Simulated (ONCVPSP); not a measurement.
## Ranking ONCV potentials for argon (Ar)

All share these settings but for the change named:

```
Element                 : Ar
Generator               : ONCVPSP 4.0.1
Type                    : optimised norm-conserving Vanderbilt (ONCV)
Functional              : PBE
Relativity              : scalar-relativistic
Frozen core             : [Ne]
Valence charge          : 8
Reference configuration : 3s2 3p6
Partial waves           : 3s: rc 1.25 bohr, ncon 4, nbas 8, qcut 5 1/bohr, 2 projectors, debl 1.8 Ha; 3p: rc 1.45 bohr, ncon 4, nbas 9, qcut 4.7 1/bohr, 2 projectors, debl 1.2 Ha
Local potential         : polynomial inside 0.95 bohr (lpopt 5, dvloc0 1 Ha)
Core correction         : Teter function, fcfact 3.5, rcfact 1.5
```

Cutoff: the first of the cutoffs (Ha) at which the residual kinetic energy of the hardest occupied pseudo-wave falls to 1 and 0.1 mHa per electron; the density cutoff is not measured.

The base gives 59 Ha.

Of 10 variants that were run, those that failed, showed a ghost or another fault, or gave nearly equal values are left out.

A variant can come out equal or close to the base.

Task: Rank these variants from softest to hardest (loose cutoff).
A. reference 3s2 3p4
B. s: qcut 5.8; p: qcut 5.4
C. all radii but the core radius scaled by about 1.16 (s 1.46, p 1.68 bohr); local potential polynomial inside 1.10 bohr (lpopt 5, dvloc0 1 Ha)
D. p: debl 0.45

Result: B (20 Ha), C (27 Ha), D (59 Ha), A (78 Ha).
